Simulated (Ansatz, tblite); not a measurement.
Cost and result up the ladder for cyclo-(F2SiCH2)4 (C4H8F8Si4) (24 atoms). The state is a singlet with charge 0. Geometry: r2SCAN-D4/def2-SVP.

Cartesian coordinates in Å:
```
Si 0.102 0.737 1.981
F 0.192 0.893 3.590
F 0.031 2.248 1.386
C 1.664 -0.067 1.378
Si 1.524 -1.459 0.164
F 2.927 -2.267 0.134
F 0.423 -2.492 0.766
C 1.051 -1.034 -1.581
Si 0.480 0.690 -1.942
F 1.575 1.691 -1.279
F 0.555 0.940 -3.540
C -1.211 1.179 -1.347
Si -2.106 0.031 -0.203
F -2.029 -1.447 -0.874
F -3.674 0.434 -0.184
C -1.504 -0.078 1.551
H 2.309 0.727 0.960
H 2.180 -0.472 2.268
H 1.945 -1.211 -2.207
H 0.279 -1.756 -1.903
H -1.125 2.177 -0.881
H -1.846 1.292 -2.246
H -1.463 -1.148 1.824
H -2.279 0.392 2.185
```

Ansatz on 2 threads of AMD EPYC 7R13 on a shared host and a share (18 GiB) of an NVIDIA H100 80GB HBM3; xTB runs through tblite on one thread. Times are rough, summed over both states, and most runs start from the orbitals of an earlier one. PBE0-D4/def2-TZVP serves as the yardstick here, not as an exact answer. The other state is a doublet.

The xTB rows come from tblite. Single mean-field runs in def2-TZVP are fitted with def2-universal-jkfit.

Raw xTB energies of ions are shifted by several eV.

```
                          level  functions  vertical IE (eV)  difference from PBE0-D4/def2-TZVP (eV)
                       GFN1-xTB        100             13.68                                    2.54
PBE0-D4/def2-TZVP (with forces)        568             11.13                                    0.00
               PBE-D4/def2-TZVP        568             10.32                                   -0.81
     HF/def2-TZVP (with forces)        568             11.56                                    0.42
                       GFN2-xTB         92             14.19                                    3.06
```

(1) Estimate how long each takes.

## Answers

(1) GFN1-xTB 0.089 s; GFN2-xTB 0.095 s; PBE-D4/def2-TZVP 12 s; HF/def2-TZVP (with forces) 14 s; PBE0-D4/def2-TZVP (with forces) 15 s. On shared hardware such times vary by a factor of up to 3.
